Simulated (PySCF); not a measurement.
HSi, SMILES [SiH] (connectivity only; charge and spin as stated), charge +1, multiplicity 1.

Geometry: r2SCAN-D4/def2-TZVPD.

The numbers are results of PySCF with TDA-PBE/def2-TZVPD, not measurements.

Vertical excitations; the highest root listed may be one member of a degenerate set. The molecule is in vacuum. State labels are in the subgroup C2v.

Computed excitation energies, oscillator strengths and character:
```json
[
 {"state": "S1", "symmetry": "B1", "energy (eV)": "3.32", "λ (nm)": "373", "f": "0.020", "main pairs": "HOMO→LUMO (degenerate set)"},
 {"state": "S2", "symmetry": "B2", "energy (eV)": "3.32", "λ (nm)": "373", "f": "0.020", "main pairs": "HOMO→LUMO+1 (degenerate set)"},
 {"state": "S3", "symmetry": "B2", "energy (eV)": "9.47", "λ (nm)": "131", "f": "0.053", "main pairs": "HOMO−1→LUMO+1, HOMO→LUMO+5 (degenerate set)"},
 {"state": "S4", "symmetry": "B1", "energy (eV)": "9.47", "λ (nm)": "131", "f": "0.053", "main pairs": "HOMO−1→LUMO, HOMO→LUMO+4 (degenerate set)"},
 {"state": "S5", "symmetry": "A1", "energy (eV)": "9.66", "λ (nm)": "128", "f": "0.528", "main pairs": "HOMO→LUMO+3 65 %, HOMO→LUMO+2 34 %"},
 {"state": "S6", "symmetry": "A1", "energy (eV)": "10.66", "λ (nm)": "116", "f": "0.603", "main pairs": "HOMO→LUMO+2 57 %, HOMO→LUMO+3 34 %"},
 {"state": "S7", "symmetry": "A1", "energy (eV)": "10.70", "λ (nm)": "116", "f": "0.000", "main pairs": "HOMO→LUMO+6 (degenerate set)"},
 {"state": "S8", "symmetry": "A2", "energy (eV)": "10.70", "λ (nm)": "116", "f": "0.000", "main pairs": "HOMO→LUMO+7 (degenerate set)"},
 {"state": "S9", "symmetry": "B2", "energy (eV)": "11.81", "λ (nm)": "105", "f": "0.933", "main pairs": "HOMO→LUMO+5, HOMO−1→LUMO+1 (degenerate set)"},
 {"state": "S10", "symmetry": "B1", "energy (eV)": "11.81", "λ (nm)": "105", "f": "0.933", "main pairs": "HOMO→LUMO+4, HOMO−1→LUMO (degenerate set)"},
 {"state": "T1", "symmetry": "B1", "energy (eV)": "1.95", "λ (nm)": "635", "f": "0", "main pairs": "HOMO→LUMO (degenerate set)"},
 {"state": "T2", "symmetry": "B2", "energy (eV)": "1.95", "λ (nm)": "635", "f": "0", "main pairs": "HOMO→LUMO+1 (degenerate set)"},
 {"state": "T3", "symmetry": "A1", "energy (eV)": "6.98", "λ (nm)": "178", "f": "0", "main pairs": "HOMO→LUMO+2 99 %"},
 {"state": "T4", "symmetry": "B1", "energy (eV)": "7.19", "λ (nm)": "172", "f": "0", "main pairs": "HOMO−1→LUMO 97 %"}
]
```
Triplets are in the Tamm–Dancoff approximation.
